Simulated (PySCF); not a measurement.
tert-butylthiol (C$_{4}$H$_{10}$S), singlet, at a GFN2-xTB geometry; MN15/STO-3G (PySCF).

The PySCF input:
```python
from pyscf import gto, scf, dft

mol = gto.Mole()
mol.atom = '''
    C    -0.287286    1.208235   -1.112642
    C    -0.253099   -0.049261   -0.254432
    C     0.153838   -1.267818   -1.072058
    C    -1.593920   -0.276887    0.431907
    S     0.985704    0.193790    1.109254
    H    -1.051131    1.110377   -1.882389
    H    -0.518958    2.078889   -0.503196
    H     0.672208    1.373580   -1.599654
    H     0.233570   -2.145094   -0.433962
    H    -0.592453   -1.464207   -1.840190
    H     1.114156   -1.107101   -1.558993
    H    -1.548635   -1.154492    1.073162
    H    -1.858052    0.582283    1.044695
    H    -2.373501   -0.427972   -0.312274
    H     2.034344    0.367480    0.308083
'''
mol.basis = 'sto-3g'
mol.charge = 0
mol.spin = 0
mol.verbose = 4
mol.build()

mf = dft.RKS(mol)
mf.xc = 'mn15'
mf.kernel()
```

Q: What does PySCF print? Leave out banner, timings and long lists.

A: 
```
PySCF version 2.14.0

[INPUT] verbose = 4
[INPUT] num. atoms = 15
[INPUT] num. electrons = 50
[INPUT] charge = 0
[INPUT] spin (= nelec alpha-beta = 2S) = 0
[INPUT] symmetry False subgroup None
[INPUT] Mole.unit = angstrom
[INPUT] Symbol           X                Y                Z      unit          X                Y                Z       unit  Magmom
[INPUT]  1 C     -0.287286000000   1.208235000000  -1.112642000000 AA   -0.542891859422   2.283233244114  -2.102588654688 Bohr   0.0
[INPUT]  2 C     -0.253099000000  -0.049261000000  -0.254432000000 AA   -0.478287792401  -0.093089798622  -0.480806797325 Bohr   0.0
[INPUT]  3 C      0.153838000000  -1.267818000000  -1.072058000000 AA    0.290711687551  -2.395828795794  -2.025896009649 Bohr   0.0
[INPUT]  4 C     -1.593920000000  -0.276887000000   0.431907000000 AA   -3.012072264467  -0.523240597452   0.816185941283 Bohr   0.0
[INPUT]  5 S      0.985704000000   0.193790000000   1.109254000000 AA    1.862710599888   0.366210025679   2.096186262578 Bohr   0.0
[INPUT]  6 H     -1.051131000000   1.110377000000  -1.882389000000 AA   -1.986349711040   2.098308425016  -3.557199669894 Bohr   0.0
[INPUT]  7 H     -0.518958000000   2.078889000000  -0.503196000000 AA   -0.980688490152   3.928530853371  -0.950902626977 Bohr   0.0
[INPUT]  8 H      0.672208000000   1.373580000000  -1.599654000000 AA    1.270289018742   2.595690010180  -3.022907954065 Bohr   0.0
[INPUT]  9 H      0.233570000000  -2.145094000000  -0.433962000000 AA    0.441383330915  -4.053640171448  -0.820069328469 Bohr   0.0
[INPUT] 10 H     -0.592453000000  -1.464207000000  -1.840190000000 AA   -1.119573911677  -2.766950219671  -3.477455117163 Bohr   0.0
[INPUT] 11 H      1.114156000000  -1.107101000000  -1.558993000000 AA    2.105449700041  -2.092117682232  -2.946069800114 Bohr   0.0
[INPUT] 12 H     -1.548635000000  -1.154492000000   1.073162000000 AA   -2.926496016916  -2.181673693001   2.027982267290 Bohr   0.0
[INPUT] 13 H     -1.858052000000   0.582283000000   1.044695000000 AA   -3.511209405200   1.100355396990   1.974187433702 Bohr   0.0
[INPUT] 14 H     -2.373501000000  -0.427972000000  -0.312274000000 AA   -4.485266846381  -0.808749868982  -0.590112335822 Bohr   0.0
[INPUT] 15 H      2.034344000000   0.367480000000   0.308083000000 AA    3.844353003152   0.694436556255   0.582192493634 Bohr   0.0

nuclear repulsion = 245.545498269152
number of shells = 27
number of NR pGTOs = 117
number of NR cGTOs = 39
basis = sto-3g
ecp = {}

******** <class 'pyscf.dft.rks.RKS'> ********
method = RKS
initial guess = minao
damping factor = 0
level_shift factor = 0
DIIS = <class 'pyscf.scf.diis.CDIIS'>
diis_start_cycle = 1
diis_space = 8
diis_damp = 0
SCF conv_tol = 1e-09
SCF conv_tol_grad = None
SCF max_cycles = 50
direct_scf = True
direct_scf_tol = 1e-13
XC library pyscf.dft.libxc version 7.1.2
    S. Lehtola, C. Steigemann, M. J. T. Oliveira, and M. A. L. Marques,  SoftwareX 7, 1–5 (2018)
XC functionals = mn15
    H. S. Yu, X. He, S. L. Li, and D. G. Truhlar,  Chem. Sci. 7, 5032–5051 (2016)
    H. S. Yu, X. He, S. L. Li, and D. G. Truhlar,  Chem. Sci. 7, 5032–5051 (2016)
radial grids:
    Treutler-Ahlrichs [JCP 102, 346 (1995); DOI:10.1063/1.469408] (M4) radial grids

becke partition: Becke, JCP 88, 2547 (1988); DOI:10.1063/1.454033
pruning grids: <function nwchem_prune>
grids dens level: 3
symmetrized grids: False
atomic radii adjust function: <function treutler_atomic_radii_adjust>
small_rho_cutoff = 0
Set gradient conv threshold to 3.16228e-05
Initial guess from minao.
tot grids = 173432
init E= -548.565564914616
  HOMO = -0.248723042937128  LUMO = 0.105080341206655  gap/eV = 9.62748
cycle= 1 E= -548.360351668995  delta_E= 0.205  |g|= 0.287  |ddm|= 4.53
  HOMO = -0.0928745091245968  LUMO = 0.267893036690133  gap/eV = 9.81698
cycle= 2 E= -548.38415056298  delta_E= -0.0238  |g|= 0.197  |ddm|= 0.842
  HOMO = -0.145946551382227  LUMO = 0.258825527507367  gap/eV = 11.01441
cycle= 3 E= -548.397236362846  delta_E= -0.0131  |g|= 0.0331  |ddm|= 0.324
  HOMO = -0.155002442709953  LUMO = 0.246345253018866  gap/eV = 10.92123
cycle= 4 E= -548.397582882774  delta_E= -0.000347  |g|= 0.00808  |ddm|= 0.058
  HOMO = -0.154256113129423  LUMO = 0.248627876246982  gap/eV = 10.96303
cycle= 5 E= -548.397606021889  delta_E= -2.31e-05  |g|= 0.00111  |ddm|= 0.0145
  HOMO = -0.153934107461292  LUMO = 0.248701415848721  gap/eV = 10.95627
cycle= 6 E= -548.397606434876  delta_E= -4.13e-07  |g|= 0.000182  |ddm|= 0.00184
  HOMO = -0.153906858001948  LUMO = 0.248713624497861  gap/eV = 10.95586
cycle= 7 E= -548.397606446078  delta_E= -1.12e-08  |g|= 9.52e-06  |ddm|= 0.000295
  HOMO = -0.153907093637155  LUMO = 0.248712739166067  gap/eV = 10.95584
cycle= 8 E= -548.397606446129  delta_E= -5.18e-11  |g|= 1.35e-06  |ddm|= 2.55e-05
  HOMO = -0.153907039136477  LUMO = 0.248713005416495  gap/eV = 10.95585
Extra cycle  E= -548.397606446132  delta_E= -2.5e-12  |g|= 6.46e-07  |ddm|= 3.63e-06
converged SCF energy = -548.397606446132
```
